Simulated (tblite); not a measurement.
C₅H₁₁O₂ (doublet state).
Numbering: `[CH3:1][CH2:2][C@H:3]([O:4])[CH2:5][O:6][CH3:7]` (hydrogens: H8, H9, H10 on C1; H11, H12 on C2; H13 on C3; H14, H15 on C5; H16, H17, H18 on C7)

Computed with GFN2-xTB (tblite), gas phase: L-BFGS steps from a force-field or distance-geometry start until the largest atomic force falls under 0.01 eV/Å.

Step 45: E = -662.8736 eV
```
atom  x, y, z in Å  |  force x, y, z in eV/Å
C1     -2.4846    0.9765   -0.1057   -0.001   0.022   0.000
C2     -1.5602   -0.2249   -0.2193   -0.002  -0.025   0.011
C3     -0.1074    0.1902    0.1455   -0.012   0.022  -0.018
O4      0.3808    1.1370   -0.6299    0.003   0.008  -0.018
C5      0.7704   -1.1295   -0.0270    0.027  -0.012   0.004
O6      2.0651   -0.8610    0.3704    0.015   0.006   0.007
C7      2.7565   -0.0235   -0.5076   -0.005   0.005  -0.010
H8     -2.4314    1.4074    0.8906   -0.020  -0.008   0.042
H9     -2.1899    1.7387   -0.8202    0.016   0.031  -0.029
H10    -3.5113    0.6783   -0.3053   -0.013  -0.001  -0.003
H11    -1.5779   -0.6135   -1.2379    0.020   0.027  -0.019
H12    -1.8758   -1.0108    0.4667    0.003  -0.055   0.016
H13    -0.0701    0.4458    1.2272    0.017   0.019  -0.020
H14     0.3805   -1.9134    0.6219   -0.014   0.002   0.003
H15     0.7157   -1.4192   -1.0834   -0.006  -0.015   0.001
H16     3.6734    0.2918   -0.0148   -0.011  -0.001  -0.028
H17     2.0925    0.8523   -0.7253   -0.031  -0.012   0.051
H18     2.9650   -0.5158   -1.4643    0.013  -0.013   0.010
```

Step 46: E = -662.8741 eV
```
atom  x, y, z in Å  |  force x, y, z in eV/Å
C1     -2.4841    0.9768   -0.1044   -0.012   0.037   0.006
C2     -1.5611   -0.2258   -0.2205   -0.017  -0.016   0.004
C3     -0.1096    0.1888    0.1442    0.037   0.017  -0.021
O4      0.3793    1.1339   -0.6334    0.002   0.008  -0.019
C5      0.7723   -1.1305   -0.0240    0.009  -0.011  -0.013
O6      2.0667   -0.8592    0.3724    0.003   0.010   0.010
C7      2.7568   -0.0228   -0.5081   -0.007   0.001  -0.008
H8     -2.4321    1.4029    0.8940   -0.024  -0.006   0.042
H9     -2.1881    1.7431   -0.8144    0.029   0.019  -0.026
H10    -3.5115    0.6835   -0.3084   -0.008  -0.014   0.003
H11    -1.5792   -0.6099   -1.2402    0.022   0.012  -0.035
H12    -1.8781   -1.0136    0.4627    0.004  -0.052   0.018
H13    -0.0706    0.4472    1.2245    0.009   0.021  -0.001
H14     0.3828   -1.9150    0.6249   -0.007   0.016   0.005
H15     0.7179   -1.4218   -1.0802   -0.004  -0.015   0.004
H16     3.6736    0.2962   -0.0166   -0.023  -0.006  -0.030
H17     2.0902    0.8509   -0.7280   -0.025  -0.015   0.049
H18     2.9660   -0.5184   -1.4631    0.012  -0.006   0.013
```

**Question.** Estimate the geometry and energy of step 47. (The exact step hangs on the optimiser's Hessian estimate; all steps are aligned on step 46, rigid shifts and turns removed.)

**Answer.** E = -662.8747 eV, largest force 0.070 eV/Å
```
atom  x, y, z in Å  |  force x, y, z in eV/Å
C1     -2.4839    0.9776   -0.1030   -0.016   0.036   0.012
C2     -1.5622   -0.2267   -0.2215   -0.023   0.002  -0.005
C3     -0.1112    0.1877    0.1428    0.068   0.007  -0.017
O4      0.3780    1.1309   -0.6373    0.001   0.004  -0.019
C5      0.7744   -1.1316   -0.0211   -0.012  -0.004  -0.024
O6      2.0685   -0.8574    0.3746   -0.011   0.008   0.010
C7      2.7569   -0.0222   -0.5087   -0.010  -0.005  -0.002
H8     -2.4335    1.3982    0.8983   -0.027  -0.006   0.027
H9     -2.1861    1.7478   -0.8091    0.036  -0.003  -0.008
H10    -3.5118    0.6882   -0.3116    0.003  -0.020   0.010
H11    -1.5796   -0.6056   -1.2430    0.019   0.000  -0.036
H12    -1.8802   -1.0173    0.4588    0.008  -0.033   0.006
H13    -0.0707    0.4493    1.2217    0.002   0.021   0.013
H14     0.3849   -1.9164    0.6279    0.001   0.029   0.008
H15     0.7199   -1.4245   -1.0769    0.000  -0.016   0.004
H16     3.6734    0.3006   -0.0190   -0.028  -0.008  -0.028
H17     2.0870    0.8489   -0.7297   -0.017  -0.015   0.039
H18     2.9673   -0.5213   -1.4617    0.008   0.002   0.012
```

The energy changes by -0.0005 eV. The first-order estimate −F·Δx gives -0.0007 eV and the mean of the old and new forces, exact on a quadratic surface, -0.0005 eV. The step makes an angle of 74° with the force vector and moves no atom by more than 0.007 Å.

The cost below is that of the whole relaxation. Time: 0.43 s of wall time. Hardware: an INTEL XEON PLATINUM 8581C at 2.30 GHz with one thread (shared host).
